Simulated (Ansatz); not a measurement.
`O=C([SiH3])O[SiH2]F` + `CCOBF` → `FBOC[SiH3]` + `CC(=O)O[SiH2]F`  (redistribution)

Computed with Ansatz on PBE0-D4/def2-TZVP structures; ΔE is electronic, products minus reactants. CCSD(T)/CBS is the MP2 limit (def2-TZVPP, def2-QZVPP) plus CCSD(T) − MP2 in def2-TZVPP, frozen cores. Functionals use def2-TZVPP. B3LYP here is the variant with VWN-RPA as its local correlation; programs differ in this. One conformer a species, not always the lowest.

```csv
level,ΔE (kJ/mol),difference from CCSD(T)/CBS
PBE-D4,-15.6,0.3
r2SCAN-D4,-19.0,-3.1
PBE0-D4,-19.3,-3.4
B3LYP-D4,-15.6,0.3
ωB97X-V,-18.5,-2.6
ωB97M-V,-19.0,-3.1
B2PLYP,-14.7,1.2
PBE,-14.9,1.0
r2SCAN,-18.9,-3.0
PBE0,-18.7,-2.8
B3LYP,-14.5,1.4
HF/def2-TZVPP,-18.8,-2.9
MP2/def2-TZVPP,-16.0,-0.1
SCS-MP2/def2-TZVPP,-14.3,1.6
CCSD/def2-TZVPP,-16.6,-0.7
CCSD(T)/def2-TZVPP,-15.6,0.3
HF/def2-QZVPP,-18.5,-2.6
MP2/def2-QZVPP,-16.1,-0.2
SCS-MP2/def2-QZVPP,-14.3,1.6
HF/CBS(def2),-18.5,-2.6
MP2/CBS(def2),-16.3,-0.4
CCSD/CBS(def2),-16.9,-1.0
CCSD(T)/CBS,-15.9,0
```

Largest T1 diagnostic among the species: 0.015.

From PBE to PBE0 (25 % exact exchange), in def2-TZVPP and without D4, ΔE moves by −3.8 kJ/mol.
